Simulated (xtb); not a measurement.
hydrogen peroxide (H$_{2}$O$_{2}$), singlet, geometry from GFN2-xTB. Base run: xtb with GFN2-xTB.

Here is a job for xtb.
```
$ xtb mol.xyz --gfn 2 --json

# file mol.xyz
4

O     -0.02311961     0.70996455    -0.01256427
O      0.02311961    -0.70996455     0.01256427
H      0.91389752     0.94248526    -0.03262698
H     -0.91389752    -0.94248526     0.03262698
```

Each row names what was changed in the base input (with any setting that the change needs).

```
change           ΔE vs base (kJ/mol)  HOMO-LUMO gap (eV)  G_solv (kcal/mol)  SCF cycles
---------------  -------------------  ------------------  -----------------  ----------
base                            0.00                7.58                  -           8
acc = 1000                      0.01                7.58                  -           4
alpb = thf                     -37.7                7.55             -10.67           8
gbsa = methanol                    …                   …                  …           8
gbsa = chcl3                   -9.16                7.57              -2.33           8
etemp = 10000                      …                7.58                  -           8
alpb = dmso                    -46.4                7.55             -13.21           8
acc = 0.0001                    0.00                7.58                  -          12
```

Problem. Fill in the missing entries.

Solution. 
- gbsa = methanol, ΔE vs base (kJ/mol): -28.3
- gbsa = methanol, HOMO-LUMO gap (eV): 7.56
- gbsa = methanol, G_solv (kcal/mol): -7.94
- etemp = 10000, ΔE vs base (kJ/mol): -4.26

ALPB and GBSA are two models with their own fitted parameters for each solvent, which aren't always the measured dielectric constant.
